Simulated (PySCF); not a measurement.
C5H5Cl, SMILES C#C/C(Cl)=C\C. The structure is a stationary point at B3LYP-D3(BJ)/def2-SVP.

Method: B3LYP-D3(BJ)/def2-SVP (PySCF 2.14.0).

Harmonic wavenumbers (cm⁻¹): 140, 149, 217, 246, 278, 418, 504, 614, 665, 694, 716, 846, 981, 1001, 1046, 1155, 1332, 1395, 1451, 1454, 1689, 2211, 3020, 3080, 3139, 3179, 3470. Rotational constants (GHz): 3.408, 2.355, 1.405; symmetry number 1.

Question: Work out the zero-point energy and the ideal-gas rigid-rotor harmonic-oscillator thermochemistry at 298.15 K and 1 atm.

Answer: ZPE = ½ Σ hcν = ½ × 35090 cm⁻¹ = 50.16 kcal/mol. H − E(el) = 55.06 kcal/mol. Entropy in cal/(mol K): translation 39.73, rotation 27.75, vibration 14.27, total 81.76. G − E(el) = 30.68 kcal/mol. Cp = 25.66 cal/(mol K). Modes under 150 cm⁻¹ make the vibrational entropy uncertain.
